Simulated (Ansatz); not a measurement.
## A geometry optimisation of C4H8SeSi with PBE-D3(BJ)/def2-SVP

The starting geometry of this gas-phase singlet was optimised with GFN2-xTB; its bonds are those of `C1=C[SiH2][Se]CC1`.

```yaml
atoms:
  - { symbol: C, position_ang: [-0.0647, -0.7337, 0.8242] }
  - { symbol: C, position_ang: [-0.0582, -1.4532, -0.2926] }
  - { symbol: C, position_ang: [0.3631, 1.5742, -0.1336] }
  - { symbol: C, position_ang: [0.6046, 0.5960, 1.0093] }
  - { symbol: Se, position_ang: [1.4354, 1.1894, -1.7483] }
  - { symbol: Si, position_ang: [0.8254, -1.0075, -1.8883] }
  - { symbol: H, position_ang: [-0.5893, -1.1052, 1.6977] }
  - { symbol: H, position_ang: [-0.5929, -2.3939, -0.2923] }
  - { symbol: H, position_ang: [-0.0673, -1.1842, -3.0348] }
  - { symbol: H, position_ang: [2.0603, -1.7765, -2.0348] }
  - { symbol: H, position_ang: [-0.6865, 1.5805, -0.4307] }
  - { symbol: H, position_ang: [0.6531, 2.5834, 0.1622] }
  - { symbol: H, position_ang: [1.6833, 0.4495, 1.1310] }
  - { symbol: H, position_ang: [0.2347, 1.0537, 1.9305] }
```

Task: Where would you expect an optimisation with PBE-D3(BJ)/def2-SVP to take it?

Result: It keeps its bonds, and is `C1=C[SiH2][Se]CC1`.

The energy falls by 0.19 eV over 13 steps:

| step | E − E(last) (eV) |
| --- | --- |
| 1 | 0.185 |
| 2 | 0.059 |
| 4 | 0.032 |
| 5 | 0.021 |
| 6 | 0.015 |
| 8 | 0.002 |
| 9 | 0.001 |
| 10 | 0.000 |
| 12 | 0.000 |
| 13 | 0.000 |

Final geometry (Å):

```xyz
14

C     0.0509   -0.7769    0.8687
C     0.0730   -1.5143   -0.2657
C     0.4719    1.5536   -0.1917
C     0.4438    0.6688    1.0489
Se    1.8211    1.0247   -1.5649
Si    0.7394   -0.9618   -1.9290
H    -0.2864   -1.2673    1.8018
H    -0.2742   -2.5616   -0.1880
H    -0.3694   -0.8481   -2.9475
H     1.7402   -1.9523   -2.4600
H    -0.5211    1.5865   -0.6839
H     0.7482    2.5916    0.0749
H     1.4330    0.7054    1.5623
H    -0.2696    1.1243    1.7736
```

No frequencies were run, so the end isn't proven a minimum. Run with Ansatz 0.2.0, 23 s on 4 threads of Arm Neoverse V1, on a shared host.
